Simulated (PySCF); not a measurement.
Ligands exchanged one at a time, B CH3-NH2. Isolated molecules, 0 K electronic values unless said otherwise. Strings in code marks are SMILES.

These are PySCF with B3LYP-D3(BJ)/def2-TZVP values and carry that method's errors. B3LYP has the VWN-RPA correlation part, as in Gaussian. Excitations are Tamm–Dancoff values on a coarser integration grid. The basis has no diffuse functions, so Rydberg states are missing or too high.

```
species                                  S1 oscillator strength  HOMO–LUMO gap (eV)  S1–T1 gap (TDA) (eV)
---------------------------------------  ----------------------  ------------------  --------------------
0 of 3 CH3 replaced by NH2 (`CB(C)C`)                     0.000                7.94                  0.52
1 of 3 CH3 replaced by NH2 (`B(C)(C)N`)                   0.021                   ?                  0.67
2 of 3 CH3 replaced by NH2                                    ?                7.03                  0.26
3 of 3 CH3 replaced by NH2                                    ?                6.81                  0.27
```

**Question.** Complete the blanks.

**Answer.** 
- 1 of 3 CH3 replaced by NH2 (`B(C)(C)N`), HOMO–LUMO gap (eV): 8.33
- 2 of 3 CH3 replaced by NH2, S1 oscillator strength: 0.000
- 3 of 3 CH3 replaced by NH2, S1 oscillator strength: 0.000
